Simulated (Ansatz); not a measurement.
A run for Ansatz (an electronic-structure program): R-CCSD(T)/def2-TZVPP on H2INSn (SMILES [NH2][Sn][I]), a point of a torsion scan. Elements past Kr take the def2 small-core potentials; no spin–orbit coupling. The run froze 19 orbitals, filled d shells among them.

Ansatz 0.2 input:
```yaml
crystal:
  periodic: [false, false, false]
  atoms:
    - {symbol: N, position_ang: [-0.90390728, 0.04505611, -0.12798315]}
    - {symbol: Sn, position_ang: [0.84807969, 1.10226076, -0.28529817]}
    - {symbol: I, position_ang: [1.53321955, 0.22966134, -2.76474671]}
    - {symbol: H, position_ang: [-1.12894791, -0.84492118, -0.55184843]}
    - {symbol: H, position_ang: [-1.54110245, 0.15499659, 0.64966428]}
basis:
  gaussian:
    orbitals: def2-TZVPP
magnetization: {spin_polarized: false}
correlation: {method: ccsd_t, electrons: outside_noble_gas}
scf: {lower_state_search: off}
```

Output:

```
WARN ansatz: RAYON_NUM_THREADS=1 ignored (pool sized by the plan → 1); use --threads N
Functional definition: HF
these checks for a lower state are left out or cut short: stability, starts, cluster_reference, orbital_swaps, neighbouring_geometries, increment
integrals: 0.41 GiB planned
1307 factors; integrals over basis functions are off by at most 6.3e-4 eV
mean field: 0.54 GiB planned
mean field evaluation 1: about -15390.7079 eV, gradient 3.9e1 eV
mean field evaluation 2: about -15390.7779 eV, gradient 3.9e1 eV
mean field evaluation 4: about -15394.1523 eV, gradient 2.8e0 eV
mean field evaluation 8: about -15394.2055 eV, gradient 3.4e-1 eV
mean field evaluation 16: about -15394.2066 eV, gradient 1.1e-6 eV
mean field -15394.20657459 eV, -565.7266570484 hartree, gradient 1.1e-6 eV, S^2 0.000000; 0 other end points of the search recorded, 0 dependent functions left out
19 core orbitals not correlated
reference -15394.20657459 eV, -565.7266570484 hartree; 9, 9 occupied and 131, 131 virtual orbitals, 1307 factors
second order -11.89598809 eV of doubles, -0.00000000 eV of singles
coupled cluster: 1.00 GiB planned
cycle   1  -12.23068293 eV  change   -3.3e-1 eV  update   9.2e-2
cycle   2  -12.53715429 eV  change   -3.1e-1 eV  update   3.0e-2
cycle   3  -12.62298617 eV  change   -8.6e-2 eV  update   2.0e-2
cycle   4  -12.61460013 eV  change    8.4e-3 eV  update   6.4e-3
cycle   5  -12.61229067 eV  change    2.3e-3 eV  update   3.7e-3
cycle   6  -12.61333940 eV  change   -1.0e-3 eV  update   1.4e-3
cycle   7  -12.61291711 eV  change    4.2e-4 eV  update   5.9e-4
cycle   8  -12.61303017 eV  change   -1.1e-4 eV  update   1.9e-4
cycle   9  -12.61307304 eV  change   -4.3e-5 eV  update   8.0e-5
cycle  10  -12.61303679 eV  change    3.6e-5 eV  update   3.1e-5
cycle  11  -12.61305722 eV  change   -2.0e-5 eV  update   1.4e-5
cycle  12  -12.61306190 eV  change   -4.7e-6 eV  update   4.4e-6
perturbative correction -0.55553287 eV, -0.0204154564 hartree
Total energy: -15407.37516936 eV, -566.2105939800 hartree
Checks for a lower state left out: stability, starts, cluster_reference, orbital_swaps, neighbouring_geometries, increment
```

Self-consistency was reached.

Cost: roughly 40 core-seconds.
